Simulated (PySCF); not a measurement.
A structure optimised at B3LYP-D3(BJ)/def2-SVP, used in a PySCF frequency run:

```
C
O 1 1.3778
H 2 0.9678 1 108.81
C 1 1.4897 2 112.96 3 177.14
H 4 1.1006 1 110.65 2 -166.55
H 4 1.1011 5 108.93 1 -121.96
H 4 1.1092 5 107.16 6 -115.97
C 1 1.4930 2 116.52 3 -36.26
H 8 1.1009 1 110.17 2 162.49
H 8 1.1131 9 106.86 1 118.94
O 8 1.4297 9 105.79 10 118.12
H 11 0.9671 8 107.17 9 171.74
```
Charge 0, spin multiplicity 2.

Question: Write its SMILES and formula.

Answer: C[C](O)CO, C3H7O2

Question: What are its rotational constants (standard atomic weights)?

Answer: 7.1002, 3.9455, 3.0837 GHz
